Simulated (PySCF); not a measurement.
PySCF 2.14 output of an unrestricted wB97X-V calculation on a single atom or ion in aug-cc-pwCVTZ-PP with ECP10MDF, with scalar relativity through the core potential:

```
SCF conv_tol = 1e-09
number electrons alpha = 12  beta = 10
    N. Mardirossian and M. Head-Gordon.,  Phys. Chem. Chem. Phys. 16, 9904-9924 (2014)
cycle= 1 E= -332.031995976335  delta_E= -0.0171  |g|= 0.0287  |ddm|= 0.436
cycle= 2 E= -332.032184796839  delta_E= -0.000189  |g|= 0.00907  |ddm|= 0.115
cycle= 3 E= -332.032193840498  delta_E= -9.04e-06  |g|= 0.00471  |ddm|= 0.0072
cycle= 4 E= -332.03219657376  delta_E= -2.73e-06  |g|= 0.0012  |ddm|= 0.0036
cycle= 5 E= -332.032196829359  delta_E= -2.56e-07  |g|= 8.97e-05  |ddm|= 0.00107
cycle= 6 E= -332.032196833522  delta_E= -4.16e-09  |g|= 6.06e-06  |ddm|= 0.000155
cycle= 7 E= -332.032196833547  delta_E= -2.56e-11  |g|= 4.73e-07  |ddm|= 1.91e-05
converged SCF energy = -332.032196833547  <S^2> = 2.0024516  2S+1 = 3.001634
```

The run itself started from symmetry-adapted Hartree-Fock orbitals and held the occupation by maximum overlap, on a logarithmic radial grid, so the iterations belong to that start.

Problem. Which element, charge and spin multiplicity is this?

Solution. As⁺ (arsenic, charge +1), multiplicity 3; the state was [Ar] 3d10 4s2 4p2, high-spin 3P determinant.

Energies and moments cover only the electrons outside the core potential.
